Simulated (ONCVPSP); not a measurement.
Building the ONCV potential for germanium (Ge) (PBE, scalar-relativistic).

- Element: Ge
- Generator: ONCVPSP 4.0.1
- Type: optimised norm-conserving Vanderbilt (ONCV)
- Functional: PBE
- Relativity: scalar-relativistic
- Frozen core: [Ar]
- Valence charge: 14
- Reference configuration: 3d10 4s2 4p1.5 (charge +0.5)
- Partial waves: 4s: rc 1.45 bohr, ncon 3, nbas 6, qcut 5.1 1/bohr, 2 projectors, debl 1.9 Ha; 4p: rc 2.30 bohr, ncon 4, nbas 8, qcut 3.2 1/bohr, 2 projectors, debl 2.2 Ha; 3d: rc 1.30 bohr, ncon 4, nbas 9, qcut 14.4 1/bohr, 2 projectors, debl 3.1 Ha
- Local potential: polynomial inside 0.95 bohr (lpopt 5, dvloc0 3 Ha)
- Core correction: Teter function, fcfact 5.25, rcfact 1.1

All-electron outer shells of the reference configuration (PBE, scalar-relativistic, ld1.x):

```json
{"shell": "3s", "level (eV)": "-172.73", "outermost node (bohr)": "0.26", "outermost maximum (bohr)": "0.54"}
{"shell": "3p", "level (eV)": "-119.86", "outermost node (bohr)": "0.23", "outermost maximum (bohr)": "0.54"}
{"shell": "3d", "level (eV)": "-33.54", "outermost node (bohr)": "–", "outermost maximum (bohr)": "0.50"}
{"shell": "4s", "level (eV)": "-15.60", "outermost node (bohr)": "0.77", "outermost maximum (bohr)": "1.73"}
{"shell": "4p", "level (eV)": "-7.38", "outermost node (bohr)": "0.82", "outermost maximum (bohr)": "2.14"}
```

Estimate the cutoffs (Ha) at which the residual kinetic energy of the hardest occupied pseudo-wave falls to 1 and 0.1 mHa per electron.

74 Ha and 83 Ha.

Does the potential have ghost states?

Ghosts flagged at negative energy: s at -70.9 eV; GHOST(+) flagged for p at 126.7 eV. A true bound ghost makes a file unfit for plane-wave use.

Which valence shell sets the plane-wave cutoff?

3d: 74 Ha for 1 mHa per electron, against 9 Ha for 4s.

Its largest configuration-test error is -7.6 meV (3d10 4s2 4p0). 1 of 4 tests not solved or not reliable.
